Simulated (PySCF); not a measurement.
Working with the constants of ZnN⁺

ROHF-CCSD(T) constants of ZnN⁺, ³Σ⁻ (triplet), unpaired electrons π ↑↑ (Zn x2c-SVPall, N x2c-SVPall; spin-free X2C with a Gaussian nucleus (PySCF 2.14); masses 63.9291 and 14.0031 u):

| Quantity | Value |
| --- | --- |
| ωe | 389.9 cm⁻¹ |
| ωexe | 4.66 cm⁻¹ |
| Be | 0.35054 cm⁻¹ |
| αe | 0.00518 cm⁻¹ |
| D (centrifugal) | 1.13e-06 cm⁻¹ |
| De to Zn⁺ + N | 0.85 eV |

(1) Give the vibrational terms G(v) and spacings up to v = 6.

(2) How well does the Morse estimate ωe²/(4ωexe) reproduce De, and what is D0?

Correlated steps freeze 6 core orbitals. Correlated levels converge slowly with the basis: in double zeta they bind strong bonds too weakly, by up to about 1 eV, and carry superposition errors of some tenths. For an ion De counts to the pair picked by the measured ionisation energies or electron affinities, which need not be the lowest pair at this level. The CCSD T1 diagnostic is raised, a sign that a single reference may not be enough here. The state is the lowest determinant that a PBE0 search found; another state may lie lower at other levels.

## Answers

(1) G(v) = ωe(v+½) − ωexe(v+½)².

```csv
v,G(v) (cm⁻¹),G(v) − G(v−1),Bv (cm⁻¹)
0,193.8,,0.3480
1,574.4,380.6,0.3428
2,945.6,371.3,0.3376
3,1307.6,361.9,0.3324
4,1660.2,352.6,0.3272
5,2003.5,343.3,0.3221
6,2337.5,334.0,0.3169
```

(2) It gives 1.01 eV, 119 % of the computed De. D0 = De − G(0) = 0.85 − 0.02 = 0.83 eV.
